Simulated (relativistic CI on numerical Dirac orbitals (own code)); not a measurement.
# Hyperfine structure of Pr42+, mass number 141

Computed by Dirac-Coulomb-Breit CI, KLI orbitals optimised for each configuration, model QED (radiative potential, 1s self-energy scaled to tabulated hydrogen-like ionisation energies), unscaled Slater integrals (own radial code, finite nucleus).

Configurations in the expansion (outside the closed core [Ne]): 3s2.3p5, 3s.3p6, 3s2.3p4.3d, 3s.3p5.3d, 3p6.3d, 3s.3p4.3d2, 3s2.3p3.3d.4p, 3p6.4s, 3s.3p4.3d.4s, 3s2.3p4.4s, 3p6.4p, 3s2.3p4.4p, 3s2.3p3.3d2, 3s2.3p2.3d3, 3s.3p3.3d3, 3s2.3p2.3d2.4s, 3s2.3p2.3d2.4p. Double excitations out of closed p, d and f shells are left out; levels of such configurations are missing from the list, as are those of other unlisted configurations, and high levels can miss mixing partners.

Nuclear spin I = 5/2, μ = 4.266 μN, Q = -0.0589 b (tables of Stone and Pyykkö). The electronic factors are computed for point nuclear moments, without core polarisation or the Bohr-Weisskopf and QED corrections.

```json
{"Level": "3s2.3p5 2P°_3/2", "E (cm⁻¹)": "0", "A (GHz)": "161", "B (GHz)": "10.7"}
{"Level": "3s2.3p5 2P°_1/2", "E (cm⁻¹)": "951497", "A (GHz)": "1112", "B (GHz)": ""}
{"Level": "3s2.3p4.3d 2D_3/2", "E (cm⁻¹)": "1586490", "A (GHz)": "88.39", "B (GHz)": "-6.21"}
{"Level": "3s2.3p4.3d 4F_9/2", "E (cm⁻¹)": "1663063", "A (GHz)": "91.11", "B (GHz)": "-3.7"}
{"Level": "3s2.3p4.3d 2D_5/2", "E (cm⁻¹)": "1831756", "A (GHz)": "44.55", "B (GHz)": "-11"}
{"Level": "3s.3p6 2S_1/2", "E (cm⁻¹)": "2088507", "A (GHz)": "2390", "B (GHz)": ""}
```

Levels with J = 0, under 50 % of one LS term, or S terms without an open s electron are left out. Small factors come from cancelling terms and can be off by tens of per cent or more.

At this charge energies of transitions that change n are usually good to better than 1 %, and those within a shell (Δn = 0) to a few per cent.

Problem. Give the hyperfine levels of 3s2.3p5 2P°_1/2 relative to its centre of gravity.

Solution. With K = F(F + 1) − I(I + 1) − J(J + 1), E = AK/2: F = 2: -1946, F = 3: 1390 GHz.

LS names give the leading component of a level, which can be under half, so a name can repeat, a term be missing and a line seem to break the LS rules.
